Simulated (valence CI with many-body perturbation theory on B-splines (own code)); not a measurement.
The numbers below are computed, except where a source is named.
# A CI+MBPT run for Te19+

Method: valence CI with perturbative core correlation (CI+MBPT): five valence electrons over a frozen Dirac-Fock core [Ar] 3d10, radial functions for each j: 11 s, 11 p, 10 d, 8 f, 5 g, 2 h, with the one-electron correlation potential Σ1 (screened to all orders), the two-electron term Σ2, the three-electron term Σ3, Breit, model QED; selected single and double excitations, second order for the rest, scaled by the run's own slope (own B-spline code, finite nucleus).

Command, and the settings that its task file holds:

```sh
python run_cv.py task.json out
```

```
atom Te  Z=52  mass_number=130  rms_radius_fm=4.7423
core [Ar] 3d10
valence 4s2 4p3
avg = 1
basis = M
breit = 1
cap = 32000
capref = 2000
cscale = 1
de = 0.0
dress = 0
eps = 2e-08
extrap = 1
h = 0.27
hh = 1
l2 = 3
lcore = 6
maxit = 60
n2 = 5
natural = 1
nlev = 150
nno = [5, 5, 5, 4, 2, 1]
nroot = 36
nsp = [6, 6, 5, 4, 3, 1]
pt2 = 1
qed = 1
rpa = 1
s1 = 1
s2 = 1
s3 = 1
screen = 1
tol = 2e-05
whole = 1
```

(1) Roughly how long does this run take on one core of Arm Neoverse V1, and how much memory?

Log. The first blocks belong to the next ion, which gives the ionisation energy. Fields: 2J, parity (1 odd), roots, reference size, generating configurations, candidates as configurations/state functions, variational space P, stored matrix elements, Davidson steps; e2 is the range of second-order energies in hartree. The first line gives the box (bohr), its intervals, the orbitals and the steps of their self-consistent field. Window is the range of levels sought, series limit the energy at which the first omitted orbital would enter, core excitation an estimate of the first excitation out of the core, left out the lowest levels not solved, and shifts from estimates the range by which levels moved from their first estimate, all in cm⁻¹.

```
rmax 11.6 intervals 62 orbitals 83 references ['4s2 4p3', '4s 4p4', '4s2 4p2 4d', '4p5', '4s 4p3 4d'] scf 5 t 1.5
2J=0 par=0 roots 2 ref 24 generators 8 cand 2268/3183 P 2288/3207 nnz 1.3e+06 it 5
2J=0 par=0 roots 2 ref 24 generators 18 cand 3319/5163 P 5607/8370 nnz 5.5e+06 it 5
   second order: generators 27 cand 41166/80666 e2 -0.00005 -0.00005
reference levels 1482, estimated 526, window 1537024 1/cm; series limit 3588746, core excitation 4235170
2J=3 par=1 roots 35 ref 179 generators 53 cand 522/2923 P 1332/6374 nnz 4.2e+06 it 11
2J=3 par=1 roots 35 ref 179 generators 73 cand 4284/25623 P 5616/31997 nnz 6.2e+07 it 11
   second order: generators 131 cand 206984/3480697 e2 -0.00916 -0.00294
2J=5 par=1 roots 35 ref 198 generators 50 cand 434/3056 P 1129/6390 nnz 4.7e+06 it 9
2J=5 par=1 roots 35 ref 198 generators 73 cand 3594/25235 P 4723/31625 nnz 6.6e+07 it 11
   second order: generators 132 cand 206073/4259572 e2 -0.01058 -0.00362
2J=1 par=1 roots 23 ref 105 generators 48 cand 1032/3759 P 1954/6366 nnz 3.4e+06 it 8
2J=1 par=1 roots 23 ref 105 generators 67 cand 6346/25624 P 8300/31990 nnz 5.1e+07 it 9
   second order: generators 123 cand 186435/1853574 e2 -0.00590 -0.00165
2J=5 par=0 roots 11 ref 140 generators 31 cand 628/2059 P 1421/7246 nnz 5.4e+06 it 10
2J=5 par=0 roots 11 ref 140 generators 57 cand 4194/24743 P 5615/31989 nnz 6.7e+07 it 10
   second order: generators 90 cand 158107/3242192 e2 -0.00821 -0.00248
2J=3 par=0 roots 12 ref 133 generators 34 cand 631/2037 P 1521/7191 nnz 5.1e+06 it 9
2J=3 par=0 roots 12 ref 133 generators 51 cand 4671/24769 P 6192/31960 nnz 6.2e+07 it 10
   second order: generators 84 cand 149429/2406783 e2 -0.00714 -0.00207
2J=1 par=0 roots 9 ref 82 generators 31 cand 980/2694 P 2014/6392 nnz 3.5e+06 it 8
2J=1 par=0 roots 9 ref 82 generators 47 cand 6932/25577 P 8946/31969 nnz 5.5e+07 it 9
   second order: generators 82 cand 133146/1243293 e2 -0.00388 -0.00073
2J=7 par=0 roots 6 ref 107 generators 23 cand 668/2013 P 1355/7067 nnz 5.4e+06 it 7
2J=7 par=0 roots 6 ref 107 generators 44 cand 3988/24901 P 5343/31968 nnz 6.9e+07 it 9
   second order: generators 75 cand 139506/3175938 e2 -0.00665 -0.00318
2J=9 par=0 roots 3 ref 70 generators 18 cand 867/2697 P 1505/6397 nnz 4.2e+06 it 6
2J=9 par=0 roots 3 ref 70 generators 36 cand 4441/25452 P 5946/31849 nnz 6.8e+07 it 10
   second order: generators 63 cand 128531/2890677 e2 -0.00491 -0.00277
2J=7 par=1 roots 28 ref 177 generators 38 cand 552/3605 P 1122/6255 nnz 4.4e+06 it 8
2J=7 par=1 roots 28 ref 177 generators 68 cand 3888/25362 P 5010/31617 nnz 6.5e+07 it 10
   second order: generators 128 cand 211000/5030463 e2 -0.00955 -0.00352
2J=9 par=1 roots 16 ref 127 generators 35 cand 741/3752 P 1331/6383 nnz 4.5e+06 it 8
2J=9 par=1 roots 16 ref 127 generators 60 cand 4384/25198 P 5715/31581 nnz 6.2e+07 it 9
   second order: generators 111 cand 198385/4688541 e2 -0.00737 -0.00319
2J=11 par=1 roots 5 ref 76 generators 18 cand 977/3943 P 1798/6605 nnz 4.3e+06 it 10
2J=11 par=1 roots 5 ref 76 generators 38 cand 4885/25418 P 6683/32023 nnz 6.2e+07 it 9
   second order: generators 71 cand 155484/3537009 e2 -0.00459 -0.00406
left out: unestimated 2063654, estimated 1633745, shifts from estimates -652 to 242
operators 3.6
```

The Davidson iterations converged.

No measured spectrum was set against this ion. As an estimate, levels hold to about 250 cm⁻¹ or 0.2 % of their energy and the worst to 1 %, as in measured heavy ions of charge 2 to 7; those with d or f electrons hold less well. Among the levels kept, up to 2100 cm⁻¹ of a level comes from second order outside the variational space, and about a tenth of that is noise between levels of different J, which matters for small intervals.

- Valence energy: -119.3944 hartree
- Ionisation energy: 556.27 eV (NIST: 555 ± 4 eV (theoretical))
- Reference configurations for the orbitals: 4s2 4p3, 4s 4p4, 4s2 4p2 4d, 4p5, 4s 4p3 4d
- Radial orbitals: 83
- Box radius: 11.6 bohr
- Largest variational space: 32023
- Lowest levels: (4s^2 4p1/2^2 4p3/2) J=3/2 0.000, (4s^2 4p1/2 4p3/2^2) J=3/2 10.494, (4s^2 4p1/2 4p3/2^2) J=5/2 13.320, (4s^2 4p1/2 4p3/2^2) J=1/2 17.167, (4s^2 4p3/2^3) J=3/2 27.667, (4s 4p1/2^2 4p3/2^2) J=5/2 56.081, (4s 4p1/2^2 4p3/2^2) J=3/2 62.625, (4s 4p1/2^2 4p3/2^2) J=1/2 63.273, (4s 4p1/2 4p3/2^3) J=3/2 [a] 70.340, (4s 4p1/2 4p3/2^3) J=5/2 73.635, (4s^2 4p1/2^2 4d3/2) J=3/2 78.572, (4s 4p1/2 4p3/2^3) J=1/2 78.645, (4s 4p1/2 4p3/2^3) J=3/2 [b] 80.623, (4s^2 4p1/2^2 4d5/2) J=5/2 82.744 eV

Levels are named by their leading jj configuration (3d3/2^4 stands for four electrons in 3d with j = 3/2), which in mixed levels can hold well under half, so a name can repeat and another be missing. Letters in brackets count levels of one name in rising energy.

Results:

(1) 7.4 min on 1 thread of Arm Neoverse V1, with other jobs on the host, peak memory 1.3 GiB.
